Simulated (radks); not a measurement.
Values are calculated unless marked as measured or tabulated.
Coulomb parameter of the 4d shell of neutral rhodium in the model configuration [Kr] 4d8 5s1, as a second difference U = [E(n + 0.25) + E(n - 0.25) - 2 E(n)] / (0.25)^2 with all orbitals relaxed. "Bare": the charge of the atom changes with n. "Screened": the 5s shell takes up the change at fixed total charge, which measures U(4d,4d) + U(5s,5s) - 2 U(4d,5s). Level of theory: scalar-relativistic Kohn-Sham, r2SCAN, spin-unpolarised, spherical densities, finite nucleus; meta-GGA in the generalised Kohn-Sham scheme; Fermi nuclear charge, rms radius 4.4945 fm (a radial shooting solver on a logarithmic mesh with Libxc functionals).

case                 configuration  E - E(n) (eV)
start                 [Kr] 4d8 5s1          0.000
bare +0.25         [Kr] 4d8.25 5s1         -1.224
bare -0.25         [Kr] 4d7.75 5s1          1.825
screened +0.25  [Kr] 4d8.25 5s0.75         -0.424
screened -0.25  [Kr] 4d7.75 5s1.25          0.509

U(bare) = 9.613 eV, U(screened by 5s) = 1.370 eV, against the Slater integral F0(4d,4d) = 15.807 eV with frozen orbitals. The step up makes a negative ion, whose loosely bound charge lowers the bare value.
